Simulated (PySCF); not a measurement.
CF₆Si, SMILES FC(F)(F)[Si](F)(F)F.

Geometry: B3LYP-D3(BJ)/def2-SVP.

Two levels are set side by side: PBE/def2-TZVP (PySCF) and PBE0/def2-TZVP (PySCF). Same geometry, gas phase. Differences are taken from unrounded values.

```
quantity                       PBE
---------------------------  -----
orbital gap (eV)              8.36
highest occupied level (eV)  -8.95
lowest empty level (eV)      -0.59
dipole moment (D)             0.16
mean polarisability (bohr³)   36.8
```

These are the PBE values. What does PBE0 give? (An estimate is asked for; the answer gives what the named calculation found.)


```json
[
 {"quantity": "orbital gap (eV)", "PBE0": "11.13", "PBE minus PBE0": "-2.77"},
 {"quantity": "highest occupied level (eV)", "PBE0": "-10.72", "PBE minus PBE0": "1.78"},
 {"quantity": "lowest empty level (eV)", "PBE0": "0.40", "PBE minus PBE0": "-0.99"},
 {"quantity": "dipole moment (D)", "PBE0": "0.24", "PBE minus PBE0": "-0.08"},
 {"quantity": "mean polarisability (bohr³)", "PBE0": "34.5", "PBE minus PBE0": "2.3"}
]
```

Without exact exchange PBE keeps part of each electron's self-repulsion, which lifts occupied levels and narrows the gap. Loosely held outer electrons make PBE densities more polarisable. Differences between two approximate levels are no errors against the true value.

Rough cost on one machine, each run with all the roots and properties that it gave: PBE0 against PBE within a factor of 2.
